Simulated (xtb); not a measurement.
Pd, quintet (GFN-xTB shapes and energies of metal compounds can be far from the true ones) (another spin typed on purpose, not shown lowest); xtb 6.7.1 with GFN1-xTB.

The xtb input:
```
$ xtb mol.xyz --gfn 1 --chrg 0 --uhf 4 --json

# file mol.xyz
1

Pd     0.00000000     0.00000000     0.00000000
```

What the program printed (banner, timings and long lists left out):

```
   ID    Z sym.   atoms
    1   46 Pd     1

           -------------------------------------------------
          |                Calculation Setup                |
           -------------------------------------------------

           -------------------------------------------------
          |                 G F N 1 - x T B                 |
           -------------------------------------------------

          ...................................................
          :                      SETUP                      :
          :.................................................:
          :  # basis functions                  10          :
          :  # atomic orbitals                   9          :
          :  # shells                            3          :
          :  # electrons                        10          :
          :  # halogen bonds                     0          :
          :  max. iterations                   250          :
          :  Hamiltonian                  GFN1-xTB          :
          :  restarted?                      false          :
          :  GBSA solvation                  false          :
          :  PC potential                    false          :
          :  electronic temp.          300.0000000     K    :
          :  accuracy                    1.0000000          :
          :  -> integral cutoff          0.2500000E+02      :
          :  -> integral neglect         0.1000000E-07      :
          :  -> SCF convergence          0.1000000E-05 Eh   :
          :  -> wf. convergence          0.2000000E-04 e    :
          :  Broyden damping             0.4000000          :
          :  net charge                          0          :
          :  unpaired electrons                  4          :
          ...................................................

 iter      E             dE          RMSdq      gap      omega  full diag
   1     -3.8504529 -0.385045E+01  0.141E+01    0.00       0.0  T
   2     -3.8504529  0.000000E+00  0.113E+01    0.00       0.0  T
   3     -3.8504529  0.000000E+00  0.871E+00    0.00       0.0  T
   4     -3.8504529  0.000000E+00  0.697E+00    0.00       0.0  T
   5     -3.8504529  0.000000E+00  0.558E+00    0.00       0.0  T
   6     -3.8504529  0.000000E+00  0.446E+00    0.00       0.0  T
   7     -3.8504529  0.000000E+00  0.357E+00    0.00       0.0  T
   8     -3.8504529  0.000000E+00  0.285E+00    0.00       0.0  T
[...]
         :: total energy              -3.850452908391 Eh    ::
[...]
         :: dispersion energy          0.000000000000 Eh    ::
         :: halogen bond corr.         0.000000000000 Eh    ::
         :: add. restraining           0.000000000000 Eh    ::
         :: total charge               0.000000000001 e     ::
         :::::::::::::::::::::::::::::::::::::::::::::::::::::

           -------------------------------------------------
          |                Property Printout                |
           -------------------------------------------------

    * Orbital Energies and Occupations

         #    Occupation            Energy/Eh            Energy/eV
      -------------------------------------------------------------
         1        1.6000           -0.4941492             -13.4465
         2        1.6000           -0.4941492             -13.4465
         3        1.6000           -0.4941492             -13.4465
         4        1.6000           -0.4941492             -13.4465
         5        1.6000           -0.4941492             -13.4465
         6        1.0000           -0.2504702              -6.8156
         7        0.3333           -0.1247112              -3.3936 (HOMO)
         8        0.3333           -0.1247112              -3.3936 (LUMO)
         9        0.3333           -0.1247112              -3.3936
      -------------------------------------------------------------
                  HL-Gap            0.0000000 Eh            0.0000 eV
             Fermi-level           -0.3095669 Eh           -8.4237 eV

  Mulliken/CM5 charges         n(s)   n(p)   n(d)
     1Pd    0.00000  0.00000   1.000  1.000  8.000

Wiberg/Mayer (AO) data.
largest (>0.10) Wiberg bond orders for each atom

 ---------------------------------------------------------------------------
     #   Z sym  total        # sym  WBO       # sym  WBO       # sym  WBO
 ---------------------------------------------------------------------------
     1  46 Pd   0.000
 ---------------------------------------------------------------------------

 dipole moment from electron density (au)
     X       Y       Z
   0.0000   0.0000   0.0000  total (Debye):    0.000

           -------------------------------------------------
          | TOTAL ENERGY               -3.850452908391 Eh   |
          | GRADIENT NORM               0.000000000000 Eh/α |
          | HOMO-LUMO GAP               0.000000000000 eV   |
           -------------------------------------------------

normal termination of xtb
```
